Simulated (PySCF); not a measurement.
C₄H₁₂N₂P₂.
Numbering: `[CH3:1][N:2]1[CH2:3][CH2:4][N:5]([CH3:6])[P:7]1[PH2:8]`

Geometry (GFN2-xTB, Å), atoms numbered from 1 in this order:
```
atom  x, y, z in Å
C1    -2.478   -0.364    0.592
N2    -1.066   -0.603    0.402
C3    -0.674   -0.944   -0.953
C4     0.839   -1.058   -0.875
N5     1.258    0.076   -0.069
C6     2.621    0.006    0.411
P7     0.019    0.571    1.018
P8    -0.556    2.385   -0.130
H9    -2.848    0.465   -0.031
H10   -2.654   -0.120    1.639
H11   -3.035   -1.268    0.340
H12   -1.145   -1.885   -1.251
H13   -0.957   -0.155   -1.668
H14    1.308   -1.000   -1.862
H15    1.125   -2.009   -0.404
H16    2.838   -0.932    0.936
H17    2.802    0.838    1.091
H18    3.304    0.094   -0.437
H19    0.596    3.021    0.313
H20   -1.301    2.889    0.933
```

Definitions: NICS(0) = −σiso at the ring centroid; NICS(1) = −σiso and NICS(1)zz = −σzz at ±1 Å along the ring normal z. Level: GIAO PBE0/pcSseg-1 (PySCF, non-relativistic, gas phase) on the GFN2-xTB geometry, one conformer.

Ring bond lengths (Å), with Mayer bond orders in brackets: N2–C3 1.452 (0.93), C3–C4 1.518 (1.05), C4–N5 1.453 (0.92), N5–P7 1.721 (0.89), P7–N2 1.713 (0.92).

Problem. Give the NICS values of each ring in ppm.

Solution. 
```csv
ring,type,NICS(0),"NICS(1), two faces","NICS(1)zz, two faces",rms pucker (Å),"centre to ring atoms, mean (Å)"
N2–C3–C4–N5–P7,5-membered ring with 2 N and P; formal bonds all single,-8.3,-4.1 / -2.9,-4.4 / -3.7,0.18,1.31
```

Problem. What can be read from them?

Solution. 
- N2–C3–C4–N5–P7: mean NICS(1)zz -4.0 ppm, shielded. C3, C4 have four or more neighbours, so the value isn't read as a sign of a π ring current.

Problem. What are the shieldings of the ring atoms and their hydrogens in the same run (means over atoms taken as equivalent)?

Solution. 
```csv
atoms,environment,σ isotropic (ppm),"principal values of the symmetric part, first atom (ppm)"
N2 (×2),nitrogen bonded to 2 C and P,223.0,"156.0, 214.4, 294.3"
C3 (×2),sp3 carbon bound to nitrogen,127.8,"93.4, 124.1, 166.6"
P7,three-coordinate phosphorus,179.0,"42.5, 222.2, 272.2"
H12 (×4),methylene hydrogen,28.63,"24.3, 26.6, 35.3"
```
